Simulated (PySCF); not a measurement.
C4H9FSi, SMILES [SiH3]/C(F)=C/CC. Atoms are numbered in the order given.

```xyz
15

C     -2.8520    -0.8315     0.5563
C     -1.9673    -0.0888    -0.4407
C     -0.5344    -0.5074    -0.3664
C      0.4961     0.2984    -0.0878
F      0.2724     1.6133     0.1359
Si     2.3047    -0.2011     0.0320
H     -2.8075    -1.9211     0.3999
H     -3.9036    -0.5229     0.4574
H     -2.5356    -0.6313     1.5912
H     -2.3371    -0.2778    -1.4645
H     -2.0355     0.9971    -0.2791
H     -0.2988    -1.5639    -0.5349
H      2.3966    -1.6666    -0.2327
H      3.1156     0.5516    -0.9706
H      2.8339     0.1070     1.3937
```

Coordinates come from a PBE0-D3(BJ)/def2-SVP optimisation. The structure was generated by enumeration; whether it is a known compound was not checked. One conformer was computed; it need not be the lowest.

All values below come from PBE0/pcSseg-1 run with PySCF.

GIAO shieldings, no solvent; atoms listed in one row are averaged. δ = σ(ref) − σ: ¹³C against TMS (σ = 186.3 ppm); ¹⁹F against CFCl3 (σ = 167.2 ppm); ²⁹Si against TMS (σ = 352.7 ppm); ¹H against TMS (σ = 31.56 ppm), references at their B3LYP-D3(BJ)/def2-TZVP geometries, non-relativistic.

Computed chemical shifts:
```json
[
 {"nucleus": "¹³C", "atoms": "C4", "count": "1", "δ (ppm)": "167.6"},
 {"nucleus": "¹³C", "atoms": "C3", "count": "1", "δ (ppm)": "139.7"},
 {"nucleus": "¹³C", "atoms": "C2", "count": "1", "δ (ppm)": "22.7"},
 {"nucleus": "¹³C", "atoms": "C1", "count": "1", "δ (ppm)": "18.0"},
 {"nucleus": "¹⁹F", "atoms": "F5", "count": "1", "δ (ppm)": "-121.0"},
 {"nucleus": "²⁹Si", "atoms": "Si6", "count": "1", "δ (ppm)": "-73.8"},
 {"nucleus": "¹H", "atoms": "H12", "count": "1", "δ (ppm)": "5.68"},
 {"nucleus": "¹H", "atoms": "H13, H14, H15", "count": "3", "δ (ppm)": "4.48"},
 {"nucleus": "¹H", "atoms": "H11", "count": "1", "δ (ppm)": "3.07"},
 {"nucleus": "¹H", "atoms": "H10", "count": "1", "δ (ppm)": "1.91"},
 {"nucleus": "¹H", "atoms": "H7, H8, H9", "count": "3", "δ (ppm)": "1.28"}
]
```
